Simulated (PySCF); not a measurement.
## Fractional electron number in I⁺ (iodine, charge +1)

The 5p beta orbital of [Kr] 4d10 5s2 5p4 is emptied in steps (occupation f), with all orbitals relaxed, ending at [Kr] 4d10 5s2 5p3. Computed with PySCF 2.14 in def2-SVP with the def2 core potential (28 electrons), with a scalar-relativistic core potential. The exact energy is a straight line in f; departures are measured from the line between the end points of the same method.

```tsv
f	UHF (eV)	LDA (eV)	PBE (eV)	PBE0 (eV)	r2SCAN (eV)	LC-wPBE (eV)	BHandHLYP (eV)	r2SCAN0 (eV)	CAM-B3LYP (eV)
1	0.000	0.000	0.000	0.000	0.000	0.000	0.000	0.000	0.000
0.9	0.056	-0.393	-0.379	-0.272	-0.353	-0.029	-0.178	-0.255	-0.166
0.7	0.128	-0.918	-0.884	-0.633	-0.814	-0.067	-0.418	-0.587	-0.388
0.5	0.150	-1.094	-1.051	-0.751	-0.955	-0.076	-0.501	-0.686	-0.464
0.3	0.123	-0.919	-0.881	-0.628	-0.784	-0.060	-0.425	-0.561	-0.393
0.1	0.052	-0.394	-0.377	-0.268	-0.323	-0.023	-0.184	-0.230	-0.170
0	0.000	0.000	0.000	0.000	0.000	0.000	0.000	0.000	0.000
```

Task: For LDA, how does the orbital energy at f = 1 compare with the removal energy?

Result: −ε = 14.656 eV against a total-energy difference of 19.018 eV. By Janak's theorem ε = ∂E/∂f, so the gap between them reflects the curvature. Along the path −ε is 15.522 (f = 0.9), 17.264 (f = 0.7), 19.014 (f = 0.5), 20.768 (f = 0.3), 22.518 (f = 0.1) eV.

```tsv
method	E(f=0) − E(f=1) (eV)	−ε at f=1 (eV)	−ε at f=0.5 (eV)
UHF	17.638	18.268	17.624
LDA	19.018	14.656	19.014
PBE	18.699	14.483	18.708
PBE0	18.711	15.688	18.725
r2SCAN	18.730	14.795	18.818
LC-wPBE	18.819	18.485	18.836
BHandHLYP	18.743	16.767	18.723
r2SCAN0	18.740	15.898	18.813
CAM-B3LYP	18.924	17.087	18.910
```

Reference removal energy between the ground levels: 19.131 eV (measured; NIST Atomic Spectra Database, ionization energies). The calculation has no spin-orbit coupling. UHF lacks correlation.
